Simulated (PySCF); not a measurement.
Write a Z-matrix for `C=CB(P)Cl` as optimised with PBE0-D3(BJ)/def2-SVP.

Z-matrix in Å and degrees, rows numbered from 1:
```
C 
C   1  1.3427
B   2  1.5481  1  123.48
P   3  1.9149  2  124.06  1     7.67
Cl  3  1.7658  2  117.92  1  -165.64
H   1  1.0964  2  121.88  3    -1.74
H   1  1.0949  2  122.25  3   177.41
H   2  1.0973  1  118.13  3  -177.14
H   4  1.4239  3   98.77  2    49.07
H   4  1.4217  3   98.45  2   147.47
```

P4 (three-coordinate phosphorus) is pyramidal (angles 98.8°, 98.5° and 96.9°, sum 294.1°, 0.76 Å off the plane of its three neighbours). Of the pairs four or more bonds apart, P4···H6 is among the closest relative to their van der Waals radii: 2.96 Å, 99 % of the sum of Bondi's values. B3 (three-coordinate boron) is planar (angles 124.1°, 117.9° and 117.7°, sum 359.7°, 0.06 Å off the plane of its three neighbours).

Computed, not measured: PBE0-D3(BJ)/def2-SVP geometry optimisation, gas phase (PySCF).

Point group: C1 (no symmetry element, even within 0.4 Å). Whether it is a minimum is left open (no frequencies). One conformer, not necessarily the lowest (C1–C2–B3–P4 8°, C2–B3–P4–H 49° and 147°).

Time: 38 s wall; peak memory 0.42 GiB. Hardware: Arm Neoverse N1, one thread, on a shared host. That covers the optimisation of the geometry.
